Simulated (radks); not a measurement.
Results of a calculation; reference values are marked as such.
Exchange energies: the exact (Fock) value of the Kohn-Sham orbitals and density-functional approximations, in hartree. Species: Ba+ [Xe] 6s1; Cd2+ [Kr] 4d10. Code: a radial shooting solver on a logarithmic mesh with Libxc functionals. Model: non-relativistic Kohn-Sham, exchange-only PBE, spin-polarised, spherical densities, point nucleus. Every spin shell is full or empty, so the densities are truly spherical. Functionals are evaluated on that one density, not self-consistently.

| functional | Ba+ | Cd2+ |
|---|---|---|
| exact | -188.926 | -148.430 |
| LDA | -180.14 | -141.09 |
| PBE | -188.13 | -147.78 |
| PBEsol | -184.80 | -145.01 |
| RPBE | -188.45 | -148.08 |
| PW91 | -188.91 | -148.40 |
| WC | -187.38 | -147.11 |
| AM05 | -180.70 | -141.61 |
| B86b | -188.90 | -148.41 |
| G96 | -189.60 | -148.93 |
| EV93 | -188.21 | -148.04 |
| r2SCAN | -188.66 | -148.29 |
| TASK | -184.75 | -145.09 |
